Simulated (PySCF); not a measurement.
## Spinor energies of Ho³⁸⁺ (holmium, charge +38)

Start: [Ar] 3d10 4s1; 4s1/2 filled at m_j = +1/2. Calculated with PySCF 2.14 in an uncontracted even-tempered set (16 s from 4.3 bohr⁻², ratio 2.8; 13 p from 5.6 bohr⁻², ratio 2.8; 8 d from 10 bohr⁻², ratio 2.8; 4 f from 23 bohr⁻², ratio 3): generalised Hartree-Fock with the X2C-1e Hamiltonian and a Gaussian nucleus; one run each with spin-orbit coupling (SO) switched off, then screened by Boettger's factors.

```
spinor shell  electrons  ε, spin-free (eV)  ε, screened SO (eV)  weight of nominal j (screened SO)  rms radius, screened SO (bohr)
       1s1/2          2           -57592.3             -57581.0                              1.000                          0.0236
       2s1/2          2           -11130.2             -11126.9                              1.000                          0.0951
       2p1/2          2           -10050.4             -10659.7                              1.000                          0.0812
       2p3/2          4           -10050.4              -9794.1                              1.000                          0.0878
       3s1/2          2            -3731.1              -3730.2                              1.000                           0.242
       3p1/2          2            -3393.3              -3528.3                              1.000                           0.232
       3p3/2          4            -3393.3              -3335.9                              1.000                           0.245
       3d3/2          4            -2978.7              -3003.6                              1.000                           0.216
       3d5/2          6            -2978.7              -2961.7                              1.000                           0.219
       4s1/2          1            -1760.2              -1760.1                              1.000                           0.508
```

```csv
quantity,spin-free,screened SO
E (hartree),-11724.70028,-11734.23068
M_J,1/2,1/2
⟨J²⟩,0.750,0.750
⟨L²⟩,0.000,0.040
⟨S²⟩,0.750,0.790
```

Each row is a mean over spinors that exchange with the open shell spreads, by up to 5.000 eV (3s1/2).

Breit and QED terms are absent; they matter most for the inner s and p1/2 levels.

Densities and radii are taken from the X2C orbitals without a picture-change correction, which distorts them close to the nucleus.

Without spin-orbit coupling the j labels of p, d and f shells carry no meaning; the spin-free column gives the mean over the occupied spinors of each nl shell.
